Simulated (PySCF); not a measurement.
C3H7ClSi, SMILES Cl[SiH2]C1CC1.

The structure is a stationary point at PBE-D3(BJ)/def2-SVP. The structure was generated by enumeration, and PubChem lists no compound with its InChIKey, so it may never have been made. The values are those of a single conformer.

Level of theory: SMD-B3LYP/def2-SVP (PySCF).

Solvation free energies are E(SMD) − E(gas) at the gas-phase geometry, for 1 M in both phases. In vacuum the dipole moment is 2.06 D.

```json
[
 {"solvent": "water", "ΔG(solv) (kcal/mol)": "0.4", "its non-electrostatic (CDS) part": "2.9", "dipole (D)": "2.58"},
 {"solvent": "1-octanol", "ΔG(solv) (kcal/mol)": "-3.8", "its non-electrostatic (CDS) part": "-1.6", "dipole (D)": "2.51"},
 {"solvent": "chlorobenzene", "ΔG(solv) (kcal/mol)": "-4.6", "its non-electrostatic (CDS) part": "-2.7", "dipole (D)": "2.46"}
]
```
